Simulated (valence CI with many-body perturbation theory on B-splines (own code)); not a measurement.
Forbidden lines of Sr XVIII

Level of theory: valence CI with perturbative core correlation (CI+MBPT): three valence electrons over a frozen Dirac-Fock core [Ar], radial functions for each j: 9 s, 9 p, 10 d, 8 f, 5 g, 3 h, 1 i, with the one-electron correlation potential Σ1, the two-electron term Σ2, the three-electron term Σ3, Breit, model QED; selected CI, second order for the rest (own B-spline code, finite nucleus).

No measured levels were compared; by estimate terms of the open shell hold to 2 to 4 % of their energy, and close levels can change places. Core correlation moves these levels by up to 5500 cm⁻¹, and in measured spectra 5 to 20 % of such shifts remained as error; rates that hang on mixing are uncertain with them. Only levels of the ground parity were solved; by the run's estimate the other parity begins above the list, which can be wrong where configurations are misplaced.

Lines 1 to 50 of 69 in falling wavelength, among levels below 194730 cm⁻¹, chosen from the decays that carry over 1 % of a level's rate. Wavelengths and rates use the calculated energies, so an error of 2000 cm⁻¹ moves a line at 4477 Å by 9 % and its rate by three times that or more. Electric multipoles are in the length gauge, E1 and E2 with the static RPA response of the core. Weak lines are less certain than strong ones. Lines between different terms over intervals too small for the method are left out, as are lines whose strength nearly cancels. The highest levels of a list are the least certain. Branching is blank where the lifetime is uncertain.

Names give the largest LS component (configuration and term), which can be under half, so a name can repeat, a term be missing and a line seem to break the LS rules; names also repeat where a configuration has a term twice. Letters in brackets count levels of one name in rising energy.

```tsv
λ vac (Å)	Upper	Lower	Type	A (s⁻¹)	Branch %
37070	3d3 4P_1/2	3d3 4P_3/2	M1	6.56e-01	8.3
11650	3d3 4F_5/2	3d3 4F_3/2	M1	2.63e+01	100.0
11530	3d3 4F_9/2	3d3 4F_7/2	M1	1.66e+01	100.0
10970	3d3 4F_7/2	3d3 4F_5/2	M1	3.14e+01	100.0
6444	3d3 4P_5/2	3d3 4P_3/2	M1	4.25e+01	71.5
6181	3d3 2D_5/2 [a]	3d3 2D_3/2 [a]	M1	3.47e+01	7.5
4794	3d3 2P_3/2	3d3 2P_1/2	M1	6.15e+01	10.6
4477	3d3 2D_3/2 [a]	3d3 4P_1/2	M1	4.14e+01	6.5
4454	3d3 2H_11/2	3d3 2G_9/2	M1	5.75e+01	80.2
4015	3d3 2H_9/2	3d3 2G_9/2	M1	1.20e+02	37.0
3994	3d3 2D_3/2 [a]	3d3 4P_3/2	M1	1.51e+02	23.7
3892	3d3 2D_5/2 [a]	3d3 4P_5/2	M1	2.29e+01	5.0
3889	3d3 2P_3/2	3d3 2D_3/2 [a]	M1	1.50e+02	25.9
3677	3d3 2P_1/2	3d3 4P_1/2	M1	2.09e+02	95.8
3538	3d3 2H_9/2	3d3 2G_7/2	M1	1.16e+02	35.9
2874	3d3 2F_5/2	3d3 2D_5/2 [a]	M1	4.56e+00	2.3
2838	3d3 2P_3/2	3d3 4P_5/2	M1	1.31e+02	22.7
2768	3d3 2G_9/2	3d3 4F_9/2	M1	1.48e+02	61.3
2549	3d3 4P_3/2	3d3 4F_5/2	M1	2.96e+01	31.3
2426	3d3 2D_5/2 [a]	3d3 4P_3/2	M1	1.28e+01	2.8
2413	3d3 2G_7/2	3d3 4F_7/2	M1	9.43e+01	38.4
2232	3d3 2G_9/2	3d3 4F_7/2	M1	9.31e+01	38.6
2191	3d3 4P_5/2	3d3 4F_7/2	M1	9.64e+00	16.2
2091	3d3 4P_3/2	3d3 4F_3/2	M1	6.47e+01	68.5
1980	3d3 4P_1/2	3d3 4F_3/2	M1	6.85e+00	86.9
1980	3d3 4P_1/2	3d3 4F_3/2	E2	3.07e-01	3.9
1978	3d3 2G_7/2	3d3 4F_5/2	M1	1.49e+02	60.9
1970	3d3 2P_3/2	3d3 4P_3/2	M1	6.12e+00	1.1
1826	3d3 4P_5/2	3d3 4F_5/2	M1	7.01e+00	11.8
1707	3d3 2H_11/2	3d3 4F_9/2	M1	1.42e+01	19.8
1690	3d3 2F_7/2	3d3 2G_9/2	M1	1.32e+01	5.1
1653	3d3 2F_5/2	3d3 4P_5/2	M1	2.58e+01	13.2
1638	3d3 2H_9/2	3d3 4F_9/2	M1	4.59e+01	14.2
1628	3d3 2D_5/2 [b]	3d3 2F_5/2	M1	2.46e+02	16.8
1599	3d3 2F_7/2	3d3 2G_7/2	M1	9.06e+01	34.6
1576	3d3 2D_3/2 [b]	3d3 2F_5/2	M1	1.70e+02	
1573	3d3 2D_5/2 [b]	3d3 2F_7/2	M1	1.53e+02	10.4
1556	3d3 2D_3/2 [a]	3d3 4F_5/2	M1	2.79e+02	43.6
1546	3d3 2F_5/2	3d3 2G_7/2	M1	5.71e+01	29.3
1435	3d3 2H_9/2	3d3 4F_7/2	M1	4.19e+01	12.9
1402	3d3 2D_5/2 [a]	3d3 4F_7/2	M1	3.28e+02	71.1
1373	3d3 2D_3/2 [a]	3d3 4F_3/2	M1	1.64e+02	25.6
1316	3d3 2F_5/2	3d3 4P_3/2	M1	1.18e+01	6.1
1287	3d3 2P_1/2	3d3 4F_3/2	M1	7.51e+00	3.4
1243	3d3 2D_5/2 [a]	3d3 4F_5/2	M1	5.25e+01	11.4
1154	3d3 2D_5/2 [b]	3d3 2P_3/2	M1	4.28e+01	2.9
1128	3d3 2D_3/2 [b]	3d3 2P_3/2	M1	1.62e+01	
1123	3d3 2D_5/2 [a]	3d3 4F_3/2	M1	9.57e+00	2.1
1111	3d3 2P_3/2	3d3 4F_5/2	M1	1.60e+02	27.7
1049	3d3 2F_7/2	3d3 4F_9/2	M1	1.13e+02	43.2
```
